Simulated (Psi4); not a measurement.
Two rigid molecules brought together: H6B3N3 ··· H3O+ (SMILES B1NBNBN1 and [OH3+]) (charge +1), singlet. Monomers: optimised at B3LYP-D3(BJ) (def2-TZVP), held rigid. Orientation: lowest of the rigid-body minima from ten starts at GFN2-xTB. The monomers approach along the line of their centres of mass (distance R); nothing else relaxes.

- PBE/def2-TZVP, counterpoise-corrected (Psi4)
- PBE-D3(BJ)/def2-TZVP, counterpoise-corrected (Psi4)
- B3LYP/def2-TZVP, counterpoise-corrected (Psi4)
- SAPT0/jun-cc-pVDZ, frozen core (Psi4)

Interaction energies in kcal/mol; the last columns give the difference from SAPT0:

```json
[
 {"R / Å": "2.47", "PBE/def2-TZVP": "0.75", "PBE-D3(BJ)/def2-TZVP": "-2.00", "B3LYP/def2-TZVP": "4.18", "SAPT0/jun-cc-pVDZ": "-1.04", "PBE/def2-TZVP − SAPT0/jun-cc-pVDZ": "1.79", "PBE-D3(BJ)/def2-TZVP − SAPT0/jun-cc-pVDZ": "-0.96", "B3LYP/def2-TZVP − SAPT0/jun-cc-pVDZ": "5.22"},
 {"R / Å": "2.68", "PBE/def2-TZVP": "-14.39", "PBE-D3(BJ)/def2-TZVP": "-16.88", "B3LYP/def2-TZVP": "-11.53", "SAPT0/jun-cc-pVDZ": "-13.77", "PBE/def2-TZVP − SAPT0/jun-cc-pVDZ": "-0.62", "PBE-D3(BJ)/def2-TZVP − SAPT0/jun-cc-pVDZ": "-3.10", "B3LYP/def2-TZVP − SAPT0/jun-cc-pVDZ": "2.24"},
 {"R / Å": "2.86", "PBE/def2-TZVP": "-19.62", "PBE-D3(BJ)/def2-TZVP": "-21.88", "B3LYP/def2-TZVP": "-17.18", "SAPT0/jun-cc-pVDZ": "-17.81", "PBE/def2-TZVP − SAPT0/jun-cc-pVDZ": "-1.82", "PBE-D3(BJ)/def2-TZVP − SAPT0/jun-cc-pVDZ": "-4.07", "B3LYP/def2-TZVP − SAPT0/jun-cc-pVDZ": "0.63"},
 {"R / Å": "3.03", "PBE/def2-TZVP": "-20.90", "PBE-D3(BJ)/def2-TZVP": "-22.94", "B3LYP/def2-TZVP": "-18.79", "SAPT0/jun-cc-pVDZ": "-18.43", "PBE/def2-TZVP − SAPT0/jun-cc-pVDZ": "-2.47", "PBE-D3(BJ)/def2-TZVP − SAPT0/jun-cc-pVDZ": "-4.50", "B3LYP/def2-TZVP − SAPT0/jun-cc-pVDZ": "-0.35"},
 {"R / Å": "3.26", "PBE/def2-TZVP": "-19.78", "PBE-D3(BJ)/def2-TZVP": "-21.52", "B3LYP/def2-TZVP": "-18.02", "SAPT0/jun-cc-pVDZ": "-16.93", "PBE/def2-TZVP − SAPT0/jun-cc-pVDZ": "-2.85", "PBE-D3(BJ)/def2-TZVP − SAPT0/jun-cc-pVDZ": "-4.59", "B3LYP/def2-TZVP − SAPT0/jun-cc-pVDZ": "-1.09"},
 {"R / Å": "3.55", "PBE/def2-TZVP": "-16.55", "PBE-D3(BJ)/def2-TZVP": "-17.95", "B3LYP/def2-TZVP": "-15.13", "SAPT0/jun-cc-pVDZ": "-13.81", "PBE/def2-TZVP − SAPT0/jun-cc-pVDZ": "-2.73", "PBE-D3(BJ)/def2-TZVP − SAPT0/jun-cc-pVDZ": "-4.13", "B3LYP/def2-TZVP − SAPT0/jun-cc-pVDZ": "-1.32"},
 {"R / Å": "3.86", "PBE/def2-TZVP": "-12.84", "PBE-D3(BJ)/def2-TZVP": "-13.91", "B3LYP/def2-TZVP": "-11.69", "SAPT0/jun-cc-pVDZ": "-10.56", "PBE/def2-TZVP − SAPT0/jun-cc-pVDZ": "-2.28", "PBE-D3(BJ)/def2-TZVP − SAPT0/jun-cc-pVDZ": "-3.35", "B3LYP/def2-TZVP − SAPT0/jun-cc-pVDZ": "-1.13"},
 {"R / Å": "4.34", "PBE/def2-TZVP": "-8.24", "PBE-D3(BJ)/def2-TZVP": "-8.92", "B3LYP/def2-TZVP": "-7.43", "SAPT0/jun-cc-pVDZ": "-6.75", "PBE/def2-TZVP − SAPT0/jun-cc-pVDZ": "-1.49", "PBE-D3(BJ)/def2-TZVP − SAPT0/jun-cc-pVDZ": "-2.17", "B3LYP/def2-TZVP − SAPT0/jun-cc-pVDZ": "-0.68"},
 {"R / Å": "5.05", "PBE/def2-TZVP": "-4.28", "PBE-D3(BJ)/def2-TZVP": "-4.61", "B3LYP/def2-TZVP": "-3.86", "SAPT0/jun-cc-pVDZ": "-3.63", "PBE/def2-TZVP − SAPT0/jun-cc-pVDZ": "-0.65", "PBE-D3(BJ)/def2-TZVP − SAPT0/jun-cc-pVDZ": "-0.97", "B3LYP/def2-TZVP − SAPT0/jun-cc-pVDZ": "-0.23"},
 {"R / Å": "6.09", "PBE/def2-TZVP": "-1.90", "PBE-D3(BJ)/def2-TZVP": "-2.00", "B3LYP/def2-TZVP": "-1.77", "SAPT0/jun-cc-pVDZ": "-1.74", "PBE/def2-TZVP − SAPT0/jun-cc-pVDZ": "-0.15", "PBE-D3(BJ)/def2-TZVP − SAPT0/jun-cc-pVDZ": "-0.26", "B3LYP/def2-TZVP − SAPT0/jun-cc-pVDZ": "-0.03"},
 {"R / Å": "7.36", "PBE/def2-TZVP": "-0.91", "PBE-D3(BJ)/def2-TZVP": "-0.95", "B3LYP/def2-TZVP": "-0.87", "SAPT0/jun-cc-pVDZ": "-0.87", "PBE/def2-TZVP − SAPT0/jun-cc-pVDZ": "-0.04", "PBE-D3(BJ)/def2-TZVP − SAPT0/jun-cc-pVDZ": "-0.08", "B3LYP/def2-TZVP − SAPT0/jun-cc-pVDZ": "0.00"}
]
```

PBE/def2-TZVP is furthest from SAPT0/jun-cc-pVDZ at 3.26 (-2.85 kcal/mol, below); its mean absolute difference over the points is 1.54 kcal/mol.

PBE-D3(BJ)/def2-TZVP is furthest from SAPT0/jun-cc-pVDZ at 3.26 (-4.59 kcal/mol, below); its mean absolute difference over the points is 2.56 kcal/mol.

B3LYP/def2-TZVP is furthest from SAPT0/jun-cc-pVDZ at 2.47 (5.22 kcal/mol, above); its mean absolute difference over the points is 1.17 kcal/mol.
